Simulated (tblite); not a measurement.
Compound: C7H7N2P.
Atom-mapped SMILES: `[CH:1]#[C:2][c:3]1[p:4][cH:5][n:6][n:7]1[CH2:8][CH:9]=[CH2:10]` (hydrogens: H11 on C1; H12 on C5; H13, H14 on C8; H15 on C9; H16, H17 on C10)

Structure used (GFN2-xTB), in Å, numbered top down from 1:
```xyz
17
C7H7N2P angstrom
C      2.6774    0.0205    0.9933
C      1.8463    0.4432    0.2335
C      0.9062    0.9601   -0.6644
P      0.9789    2.4808   -1.5146
C     -0.5575    2.0011   -2.2190
N     -1.0271    0.8414   -1.8400
N     -0.2122    0.2657   -0.9845
C     -0.5840   -1.0010   -0.3977
C     -1.2469   -0.7837    0.9329
C     -0.7831   -1.2555    2.0734
H      3.4027   -0.3431    1.6576
H     -1.1253    2.5777   -2.9275
H     -1.2826   -1.4750   -1.0935
H      0.3101   -1.6199   -0.2846
H     -2.1412   -0.1762    0.8991
H      0.1123   -1.8536    2.1166
H     -1.2810   -1.0706    3.0095
```

Computed values, GFN2-xTB/tblite, gas phase, harmonic and unscaled. Against measured fundamentals such values can be off by several per cent, at times by over 20. One conformer, not necessarily the lowest.

Harmonic wavenumbers (cm⁻¹): 31.6, 56.9, 103.5, 124.2, 142.7, 284.8, 290.9, 379.8, 392.7, 426.3, 481.9, 493.4, 569.1, 597.4, 638.2, 650.3, 714.2, 753.3, 797.7, 852.7, 902.4, 911.1, 962.7, 998.8, 1022.3, 1101.7, 1153.1, 1190.7, 1250.1, 1264.9, 1305.8, 1327.7, 1390.7, 1406.7, 1423.6, 1442.6, 1717.2, 2236.6, 2965.7, 2971.4, 3070.7, 3103.5, 3121.9, 3133.2, 3398.0.

A = 1817, B = 995.5, C = 702.1 MHz; mass 150.035 u (most abundant isotopes); point group C1, symmetry number 1.

Q: What is the zero-point energy?

A: Half the sum of the wavenumbers: 26777 cm⁻¹ = 76.56 kcal/mol.

Q: What is S at 273.15 K and 1 bar for an ideal gas of classical rigid rotors and harmonic oscillators?

A: Translation 40.52, rotation 29.66, vibration 27.69: S = 97.9 cal/(mol K).

Q: And Cp and H(273.15 K) − H(0)?

A: Cp = 36.21 cal/(mol K), of which vibrations give 28.26 (their classical limit is 45 R = 89.4); H(273.15 K) − H(0) = 6.05 kcal/mol without the zero-point energy, 3.88 from vibrations.

Q: Blend soft modes into free rotors: weight 1/[1 + (100 cm⁻¹/ν̃)⁴] for the oscillator and the rest for a rotor with moment μB/(μ + B), μ = h/(8π²ν), B = 10⁻⁴⁴ kg m². What vibrational entropy results?

A: 24.77 cal/(mol K) in place of 27.69, which changes −T·S at 273.15 K by +0.80 kcal/mol.

Q: How do the functions run with temperature in this model?

A: 
```csv
T (K),S (cal/(mol K)),Cp (cal/(mol K)),H − H(0) (kcal/mol),G − H(0) (kcal/mol),ln q(vib)
50,61.0,13.8,0.53,-2.52,0.83
100,72.0,18.4,1.34,-5.86,2.21
298.15,101.1,38.7,6.98,-23.17,7.45
373.15,110.6,45.8,10.16,-31.12,9.40
500,125.4,55.6,16.62,-46.10,12.67
750,150.6,68.4,32.26,-80.72,18.81
1000,171.5,76.4,50.43,-121.06,24.42
```

q(vib) and H(0) count from the zero-point level.

Q: What must be added to the electronic energy to get the Gibbs energy at 273.15 K and 1 bar?

A: ZPE + [H(273.15 K) − H(0)] − T·S = 76.56 + 6.05 − 26.73 = 55.88 kcal/mol.

Q: Which modes carry the vibrational entropy at 273.15 K?

A: 31.6 cm⁻¹: 5.55; 56.9 cm⁻¹: 4.39; 103.5 cm⁻¹: 3.22; 124.2 cm⁻¹: 2.87; 142.7 cm⁻¹: 2.60; 284.8 cm⁻¹: 1.36 cal/(mol K); the other 39 give 7.70 together.

Hindered rotation and anharmonicity are outside this model. Other conformers, if any are populated, would add a mixing term that is left out. The structure is chiral; the term R ln 2 for an equal mix with its mirror image is left out.
